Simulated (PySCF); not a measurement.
First SCF of a structure search on singlet Cs₂O, at a hand-made linear geometry. PySCF input:

```python
from pyscf import gto, scf, dft
mol = gto.M(atom='''
O      0.000000     0.000000     0.000000
Cs     0.000000     0.000000     2.950000
Cs     0.000000     0.000000    -2.950000''',
    basis={'O': 'def2-TZVP', 'Cs': 'def2-TZVP'},
    ecp={'Cs': 'def2-TZVP'},
    charge=0, spin=0)
mf = dft.RKS(mol, xc='PBE')
mf.grids.atom_grid = (50, 194)
aux = {'O': 'def2-universal-JKFIT', 'Cs': 'def2-universal-JKFIT'}
mf = mf.density_fit(auxbasis=aux)
mf.conv_tol = 1e-08
mf.diis_space = 10
mf.max_cycle = 60
mf.init_guess = 'minao'
mf.verbose = 4
mf.kernel()
```

Excerpt of the output (cycles and frontier levels):

```
init E= -108.760731650289
  HOMO = -0.571596732729521  LUMO = -0.25245290104855  gap/eV = 8.68435
cycle= 1 E= -114.815987941532  delta_E= -6.06  |g|= 1.55  |ddm|=  2.6
cycle= 2 E= -99.6514584990716  delta_E= 15.2  |g|=  2.2  |ddm|= 4.67
  HOMO = -0.614732452657262  LUMO = -0.257212024694709  gap/eV = 9.72863
cycle= 3 E= -113.184956236371  delta_E= -13.5  |g|= 3.23  |ddm|= 4.85
  HOMO = -0.431462162649437  LUMO = -0.0903155293860546  gap/eV = 9.28307
cycle= 4 E= -114.499529712082  delta_E= -1.31  |g|= 2.03  |ddm|= 0.989
  HOMO = -0.491893171563471  LUMO = -0.100343380227246  gap/eV = 10.65461
cycle= 5 E= -114.34255273392  delta_E= 0.157  |g|= 2.29  |ddm|= 0.442
  HOMO = -0.556734969764028  LUMO = -0.129400963981098  gap/eV = 11.62835
cycle= 6 E= -113.743459463518  delta_E= 0.599  |g|= 2.98  |ddm|= 0.444
  HOMO = -0.109377274209541  LUMO = -0.0498487087528864  gap/eV = 1.61985
cycle= 7 E= -115.394245268418  delta_E= -1.65  |g|= 0.567  |ddm|= 1.53
... 16 lines left out ...
cycle= 16 E= -115.472164237974  delta_E= -9.95e-05  |g|= 0.00586  |ddm|= 0.023
  HOMO = -0.0567769372865989  LUMO = -0.0434912212905191  gap/eV = 0.36152
cycle= 17 E= -115.472171407717  delta_E= -7.17e-06  |g|= 0.00228  |ddm|= 0.00318
  HOMO = -0.0566849242375899  LUMO = -0.0434851928652338  gap/eV = 0.35918
cycle= 18 E= -115.472172803268  delta_E= -1.4e-06  |g|= 1.59e-05  |ddm|= 0.00263
  HOMO = -0.0566881142480529  LUMO = -0.0434832112224294  gap/eV = 0.35932
cycle= 19 E= -115.472172803309  delta_E= -4.13e-11  |g|= 2.04e-05  |ddm|= 8.54e-05
  HOMO = -0.0566773862416191  LUMO = -0.0434817744759105  gap/eV = 0.35907
Extra cycle  E= -115.472172788526  delta_E= 1.48e-08  |g|= 0.000242  |ddm|= 0.000302
converged SCF energy = -115.472172788526
```

No lower solution of this spin was found by a stability analysis within the restricted form, which does not test spin polarisation.

The search for the lowest solution, with the stability check, took 1.9 s on 2 threads of a shared Arm Neoverse V2 host, with 89 basis functions; the process peaked at 0.27 GiB. Launch command: `OMP_NUM_THREADS=2 python axn.py task.json out`.
